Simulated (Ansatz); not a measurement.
A CCSD(T) single point on C4H7Al, SMILES `C#[C][Al]([CH3])[CH3]`.

```yaml
crystal:
  periodic: [false, false, false]
  atoms:
    - {symbol: C, position_ang: [-0.511330, 2.973181, 0.516983]}
    - {symbol: C, position_ang: [-0.307982, 1.795970, 0.315601]}
    - {symbol: Al, position_ang: [0.008952, -0.070119, 0.001243]}
    - {symbol: C, position_ang: [-0.814840, -1.376176, 1.187557]}
    - {symbol: C, position_ang: [1.151390, -0.544346, -1.502384]}
    - {symbol: H, position_ang: [-0.690297, 4.009745, 0.693942]}
    - {symbol: H, position_ang: [-0.055502, -2.009492, 1.658967]}
    - {symbol: H, position_ang: [-1.470499, -2.051834, 0.627423]}
    - {symbol: H, position_ang: [-1.407070, -0.913801, 1.979880]}
    - {symbol: H, position_ang: [2.155804, -0.128248, -1.368920]}
    - {symbol: H, position_ang: [0.766045, -0.116693, -2.433800]}
    - {symbol: H, position_ang: [1.252329, -1.623188, -1.642493]}
basis:
  gaussian: {orbitals: def2-SVP}
correlation: {method: ccsd_t}
```

```sh
$ ansatz run in.yaml --threads 4 --pin off --events-out ev --progress --plain --max-ram 10444MiB
```

Log, shortened:

```
Functional definition: HF
1107 factors; integrals over basis functions are off by at most 1.5e-3 eV
mean field evaluation 1: about -10805.8788 eV, gradient 3.6e1 eV
mean field evaluation 2: about -10805.8879 eV, gradient 3.6e1 eV
mean field evaluation 4: about -10809.4094 eV, gradient 3.1e0 eV
mean field evaluation 8: about -10809.4450 eV, gradient 3.3e-4 eV
mean field -10809.44504184 eV, -397.2397783825 hartree, gradient 2.8e-6 eV, S^2 0.000000; 0 other end points of the search recorded, 0 dependent functions left out
9 core orbitals not correlated: weight in the atoms' cores, before any rotation towards them, 1.000 or more for the frozen orbitals, at most 0.000 for the correlated occupied ones
reference -10809.44504184 eV, -397.2397783825 hartree; 13, 13 occupied and 87, 87 virtual orbitals, 1107 factors
second order -16.27521868 eV of doubles, -0.00000000 eV of singles
cycle   1  -17.06236163 eV  change   -7.9e-1 eV  update   9.6e-2
cycle   2  -17.56103497 eV  change   -5.0e-1 eV  update   3.0e-2
cycle   3  -17.66109409 eV  change   -1.0e-1 eV  update   1.3e-2
cycle   4  -17.66745246 eV  change   -6.4e-3 eV  update   3.9e-3
cycle   5  -17.66838523 eV  change   -9.3e-4 eV  update   1.2e-3
cycle   6  -17.66838694 eV  change   -1.7e-6 eV  update   4.2e-4
cycle   7  -17.66858094 eV  change   -1.9e-4 eV  update   1.2e-4
cycle   8  -17.66863203 eV  change   -5.1e-5 eV  update   4.1e-5
cycle   9  -17.66861456 eV  change    1.7e-5 eV  update   1.4e-5
perturbative correction -0.62253039 eV, -0.0228775699 hartree
Total energy: -10827.73618679 eV, -397.9119655614 hartree
```

Run time 4.7 s (4 threads of an Arm Neoverse V1 on a shared host); peak host memory 0.51 GiB.

Correlation energy per correlated electron: -0.704 eV. T1 diagnostic: 0.0112.
